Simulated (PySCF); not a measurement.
**How methods differ on the ionisation energy of Ti**

Ti [Ar] 3d2 4s2 (3F) → Ti⁺ [Ar] 3d2 4s1 (4F), as a difference of total energies. All numbers are calculated (PySCF 2.14, the spin-free X2C one-electron Hamiltonian (Gaussian nucleus), in x2c-QZVPPall). Correlated levels: valence: [Ar] frozen. The calculations carry no spin-orbit coupling.

```json
{"method": "UHF", "ionisation energy (eV)": "5.556"}
{"method": "MP2 (valence)", "ionisation energy (eV)": "6.377"}
{"method": "SCS-MP2 (valence)", "ionisation energy (eV)": "6.553"}
{"method": "CCSD (valence)", "ionisation energy (eV)": "6.617"}
{"method": "CCSD(T) (valence)", "ionisation energy (eV)": "6.668"}
```

Question: How much does correlation contribute at CCSD(T) (valence)?

Answer: 6.668 − (5.556) = 1.112 eV, measured against UHF.

Errors of the correlated levels include the incompleteness of this basis and the frozen core.

For comparison: 6.828 eV (measured; NIST levels, between the centres of gravity of the two terms).
